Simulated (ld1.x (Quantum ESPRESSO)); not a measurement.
fluorine (F), ultrasoft: configuration errors across variants

ld1.x (Quantum ESPRESSO) 7.5 input, shortened:

```
&input
   title='F', zed=9., rel=0, dft='PW91', iswitch=3,
   config='[He] 2s1 2p6 3d-2'
 /
 &inputp
   pseudotype=3, tm=.true., lloc=-2, rcloc=1.05,
   nlcc=.false.
 /
6
2S  1  0   1.00   0.00  0.45  0.60  0.0
2S  1  0   0.00  -1.90  0.45  0.60  0.0
2P  2  1   6.00   0.00  1.20  1.65  0.0
2P  2  1   0.00   0.55  1.20  1.65  0.0
3D  3  2  -2.00  -0.10  1.40  1.90  0.0
3D  3  2  -2.00   1.15  1.40  1.90  0.0
 &test
   configts(1)='2s1 2p6'
 /
```

All-electron excitation energies from the reference (eV): (1) 2s2 2p5 -18.680; (2) 2s2 2p4 0.825; (3) 2s2 2p3 39.347; (4) 2s2 2p4.5 -11.082; (5) 2s1 2p5 19.781; (6) 2s2 2p2 100.139; (7) 2s2 2p5.3 -21.379.

The overlap operator is not positive definite (basis up to 400 Ry) in “local potential all-electron potential smoothed inside 1.36 bohr (lloc = -2)”. Such files are unfit for use, however small their errors in these radial tests.

Tests that are not counted but printed errors over 1 eV. “all radii scaled by about 1.35 (s 0.82, p 2.22, d 2.56 bohr, rcut 0.60/1.62/1.90); local potential all-electron potential smoothed inside 1.42 bohr (lloc = -2)”: 2s2 2p3 (solver errors, printed error -251 eV).

2 further variants failed, have other tests or another functional or relativity, and are left out.

Errors AE − PS in meV (a dash: test not solved or not reliable):

| change | (1) | (2) | (3) | (4) | (5) | (6) | (7) | bound ghosts |
| --- | --- | --- | --- | --- | --- | --- | --- | --- |
| base | +87 | +165 | +378 | +116 | +8.2 | +892 | +78 | none |
| all radii scaled by about 1.35 (s 0.82, p 2.22, d 2.56 bohr, rcut 0.60/1.62/1.90); local potential all-electron potential smoothed inside 1.42 bohr (lloc = -2) | +3.2 | -530 | – | -81 | -1026 | -2008 | -128 | not determined |
| waves 2p (bound): rcut 1.20, rcutus 1.62 bohr; 2p channel at 0.55 Ry: rcut 1.20, rcutus 1.62 bohr | +87 | +166 | +383 | +116 | +9.3 | +905 | +78 | none |
| local potential all-electron potential smoothed inside 1.36 bohr (lloc = -2) | +83 | +163 | +379 | +112 | +8.8 | +888 | +73 | not determined (overlap not positive) |
| core correction a·sin(br)/r model core inside 0.54 bohr | +63 | +132 | +330 | +88 | +8.1 | +810 | +54 | none |
| waves 2s (bound): rcut 0.45, rcutus 0.68 bohr; 2s channel at -1.9 Ry: rcut 0.45, rcutus 0.68 bohr | +88 | +166 | +379 | +116 | +8.2 | +894 | +78 | none |
| type TM semilocal; waves now 2s (bound): rc 0.60 bohr; 2p (bound): rc 1.65 bohr; 3d channel at -0.1 Ry: rc 1.90 bohr; local potential the d channel | +5.9 | +168 | +666 | +68 | -27 | +2092 | -23 | none |
| wave 3d channel at 1.15 Ry: rcut 1.40, rcutus 1.90 bohr becomes 3d channel at 1.59 Ry: rcut 1.40, rcutus 1.90 bohr | +87 | +165 | +378 | +116 | +8.2 | +892 | +78 | none |

(1) Give the same row for: local potential all-electron potential smoothed inside 1.10 bohr (lloc = -2).

Answers

(1) +88, +165, +380, +116, +8.5, +896, +78; bound ghosts: none.
